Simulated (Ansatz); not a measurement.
[Al(OH)4]- (AlO₄H₄⁻). Charge -1, multiplicity 1. Geometry r2SCAN-D4/def2-SVPD, basis def2-TZVPD, Ansatz.

```tsv
atom	x (Å)	y (Å)	z (Å)
Al1	0.000	0.000	0.000
O2	-1.745	0.173	0.353
H3	-2.034	1.090	0.330
O4	0.525	-1.456	0.896
H5	-0.035	-1.641	1.655
O6	0.735	1.567	0.449
H7	1.513	1.771	-0.078
O8	0.484	-0.285	-1.698
H9	0.557	-1.220	-1.906
```

```
run  HOMO (eV)  LUMO (eV)
  A      -2.63       3.12
  B      -5.60       4.52
  C      -3.05       3.40
  D      -3.30       3.73
  E      -4.59       3.83
  F      -1.73       3.41
```

HSE06 is defined as in plane-wave codes, on full-range PBE exchange.

Question: The runs used CAM-B3LYP, HSE06, PBE0, r2SCAN, r2SCAN0, ωB97X-V. Estimate which is which.

Answer: A HSE06 (range-separated); B ωB97X-V (range-separated); C PBE0 (25 % exact exchange); D r2SCAN0 (25 % exact exchange); E CAM-B3LYP (range-separated); F r2SCAN (0 % exact exchange). Exact exchange lowers occupied and raises empty levels; among semilocal functionals meta-GGAs tend to open the gap a little, and such runs are hard to tell apart. The gap grows from 5.14 eV (r2SCAN) to 10.12 eV (ωB97X-V).
